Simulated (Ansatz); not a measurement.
Born–Oppenheimer molecular dynamics of CH₆Sn (8 atoms, charge 0, multiplicity 1). It starts at the highest image of a converged band, a first-order saddle point between two minima.

Computed with Ansatz, RKS BLYP-D4/def2-SVP.

```json
{
 "ensemble": "NVE (velocity Verlet)",
 "time step": "0.5 fs",
 "steps asked": "200",
 "starting velocities drawn for": "100 K",
 "seed": "6153"
}
```

First frame:

```xyz
8
Properties=species:S:1:pos:R:3
Sn 0.310 0.032 -0.552
C 1.170 -0.004 1.915
H 0.183 -0.118 2.393
H 1.825 -0.875 2.080
H 1.653 0.956 2.159
H 1.902 0.124 0.126
H -0.700 1.355 -0.031
H -0.485 -1.469 -0.152
```

(1) How far do the bonds stretch over the last three quarters of this one trajectory? (Pairs bonded in most of those frames.)

## Answers

(1) 
| bond | mean (Å) | spread (Å) | shortest | longest |
| --- | --- | --- | --- | --- |
| Sn1–C2 | 2.315 | 0.231 | 2.00 | 2.63 |
| Sn1–H6 | 1.784 | 0.068 | 1.65 | 1.90 |
| Sn1–H7 | 1.771 | 0.047 | 1.69 | 1.86 |
| Sn1–H8 | 1.777 | 0.049 | 1.67 | 1.86 |
| C2–H3 | 1.108 | 0.005 | 1.10 | 1.12 |
| C2–H4 | 1.106 | 0.005 | 1.10 | 1.12 |
| C2–H5 | 1.106 | 0.005 | 1.09 | 1.12 |

Mean temperature of the second half: 1184 K. The conserved energy stayed within 0.14 meV per atom of its start (net change 0.0055 meV per atom), so the integration is sound. The kinetic energy rose, since the run started high on the potential surface and went downhill. A run of 0.1 ps of so small a system gives no equilibrium averages. The orbitals stay closed-shell, which can raise the energy where a bond breaks towards radicals; this wasn't checked here.

The run took 2.7 min on 1 thread of Intel(R) Xeon(R) 6975P-C (Granite Rapids) (shared host), peak memory 0.13 GiB.
